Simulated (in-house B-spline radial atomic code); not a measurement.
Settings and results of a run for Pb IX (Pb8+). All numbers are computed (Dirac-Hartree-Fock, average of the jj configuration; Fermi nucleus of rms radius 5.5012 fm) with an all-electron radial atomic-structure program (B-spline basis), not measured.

In the input, a minus or plus after the letter marks the j = l - 1/2 or j = l + 1/2 subshell.

Command:
```bash
python run_scf.py task.json out
```
Settings (nuclear radius in fm, mass in u):
```
Z                82
configuration    1s2 2s2 2p6 3s2 3p6 3d10 4s2 4p6 4d10 4f14 5s2 5p6 5d-4 5d+2
hamiltonian      dirac
method           hf
spin_polarised   False
nucleus          fermi
rms_radius       5.5012
atomic_mass      207.97665
speed_of_light   137.035999084
```

Output (hartree, bohr):
```
 radial grid: 66 intervals, B-splines of order 8, outer radius 16.6667 bohr

 iter        energy (Eh)    residual
    1      -20888.455096    1.04e+00
    2      -20895.439566    2.49e-01
    3      -20896.675995    6.38e-02
    4      -20896.726068    2.28e-02
    5      -20896.731934    4.62e-03
    6      -20896.732253    2.37e-03
    7      -20896.732324    6.20e-05
    8      -20896.732324    6.81e-06
    9      -20896.732324    8.41e-07
   10      -20896.732324    4.55e-08

 total energy                    -20896.73232
 kinetic                           24292.5336
 electron-nucleus                 -52542.8061
 electron-electron                  7353.5403

 first-order corrections (not in the total)
   Gaunt                            27.6926
   retardation                      -2.9356
   frequency dependence             -0.5634
   self-energy                      20.9710
   Uehling                          -4.4517
   Wichmann-Kroll                    0.2049
   recoil                            0.0329

 orbital      occ     eigenvalue          <r>       <r^2>       <1/r>       <r^4>     <1/r^3>       r_max    small
 1s1/2      2.000     -3260.4269    0.0160541 0.000357427     101.241 3.54075e-07           -    0.009847  9.78e-02
 2s1/2      2.000      -592.4226    0.0668818  0.00536129     25.0506 5.07053e-05           -     0.05735  2.26e-02
 2p1/2      2.000      -568.0377    0.0549503  0.00378477     24.9603  3.0069e-05           -     0.04204  2.26e-02
 2p3/2      4.000      -487.4336    0.0638277  0.00496258      19.955 4.84107e-05     23337.3     0.04972  1.99e-02
 3s1/2      2.000      -148.2597     0.173675   0.0346574     9.19983  0.00182208           -      0.1612  7.62e-03
 3p1/2      2.000      -137.3164     0.164391   0.0315782     9.09738  0.00158724           -      0.1504  7.55e-03
 3p3/2      4.000      -119.0989     0.180492   0.0378577     7.79442  0.00225295     5535.49      0.1658  6.77e-03
 3d3/2      4.000      -101.3325     0.157068   0.0289686     7.67482  0.00148684     966.148      0.1289  6.63e-03
 3d5/2      6.000       -97.4727     0.161988   0.0306842     7.38294  0.00165087     789.701      0.1332  6.42e-03
 4s1/2      2.000       -38.4547     0.383876    0.166362      3.8891   0.0398439           -      0.3627  2.60e-03
 4p1/2      2.000       -33.6934     0.385385    0.169003     3.77908   0.0421441           -      0.3607  2.50e-03
 4p3/2      4.000       -29.1593      0.41817    0.198692       3.347   0.0581268      1359.3      0.3912  2.23e-03
 4d3/2      4.000       -21.4003     0.422916     0.20648     3.14856   0.0669561     216.649      0.3829  2.02e-03
 4d5/2      6.000       -20.5096     0.434393    0.217625     3.04225   0.0743177     172.585      0.3928  1.94e-03
 4f5/2      6.000       -10.4022     0.447159    0.238245     2.70545    0.108516      37.949      0.3485  1.58e-03
 4f7/2      8.000       -10.1941     0.452132    0.243134     2.67046    0.112128     36.0841       0.353  1.55e-03
 5s1/2      2.000       -10.4286     0.849431    0.805477     1.61441    0.917377           -      0.7902  6.91e-04
 5p1/2      2.000        -8.7609     0.899502    0.906778     1.50523     1.18282           -      0.8265  6.17e-04
 5p3/2      4.000        -7.7006     0.969912     1.05292     1.36651     1.58694     258.637      0.8929  5.45e-04
 5d3/2      4.000        -5.2546      1.12564     1.43058     1.15377     3.04816     32.2063       1.006  4.06e-04
 5d5/2      2.000        -5.1057      1.15415     1.50343     1.12174     3.36083     25.7038       1.032  3.90e-04
```


For the Dirac Hamiltonian the kinetic term is c α·p + (β - 1)c².
